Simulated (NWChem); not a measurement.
# FGa in NWChem

```xyz
2

Ga     0.0000     0.0000    -0.4046
F      0.0000     0.0000     1.3936
```
Charge 0, spin multiplicity 1.

Program: NWChem. All single points use one geometry, from PBE/def2-SVP, a minimum by its harmonic frequencies.

Symmetry labels belong to the abelian group C2v used in the runs, with the axes of the coordinates shown; states degenerate in a higher group split over its labels.

The Hamiltonian is non-relativistic. The structure started from a generated list of species.

Problem. List the lowest 3 singlet excitations that TD-PBE/def2-SVPD gives, with oscillator strengths.

Solution. 
```json
[
 {"state": "1", "symmetry": "b2", "energy (eV)": "5.57", "wavelength (nm)": "223", "f": "0.201"},
 {"state": "2", "symmetry": "b1", "energy (eV)": "5.57", "wavelength (nm)": "223", "f": "0.201"},
 {"state": "3", "symmetry": "a2", "energy (eV)": "6.47", "wavelength (nm)": "192", "f": "0.000"}
]
```
